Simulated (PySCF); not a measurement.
Species: C7H12.
Atom-mapped SMILES: `[CH2:1]=[C:2]([CH2:3][CH3:4])[CH:5]1[CH2:6][CH2:7]1` (hydrogens: H8, H9 on C1; H10, H11 on C3; H12, H13, H14 on C4; H15 on C5; H16, H17 on C6; H18, H19 on C7)

Torsions of this conformer, `[CH2:1]=[C:2]([CH2:3][CH3:4])[CH:5]1[CH2:6][CH2:7]1`: C1–C2–C3–C4 0°, C1–C2–C5–C6 -35°.

The closed-shell ground state was solved at several levels (PySCF, density fitting, gas phase, non-relativistic). One conformer (not necessarily the lowest) at the GFN2-xTB geometry, without solvent, vibrations or thermal averaging.

```csv
level,basis functions,total energy (Eh),HOMO (eV),LUMO (eV),gap (eV),dipole (D)
PBE0/pcSseg-1,179,-273.5449,-6.67,0.58,7.25,0.67
CAM-B3LYP/def2-SVPD,236,-273.5658,-7.99,1.45,9.44,0.69
```

Question: Estimate the row for B3LYP/pcJ-1, a basis of 309 functions; the other rows only guide the guess.

Answer: Total energy -273.9420 Eh, HOMO -6.43 eV, LUMO 0.37 eV, gap 6.80 eV, dipole 0.68 D.

Question: Over all these levels, which gives the widest orbital gap and which the narrowest?

Answer: CAM-B3LYP/def2-SVPD (range-separated hybrid) has the widest, 9.44 eV, and B3LYP/pcJ-1 (global hybrid, 20 % exact exchange) the narrowest, 6.80 eV. Functional and basis both differ between the two, so the spread mixes both effects.

Question: How far do the dipole and the HOMO energy spread over the levels?

Answer: The dipole runs from 0.67 to 0.69 D (mean 0.68 D) and the HOMO from -7.99 to -6.43 eV.
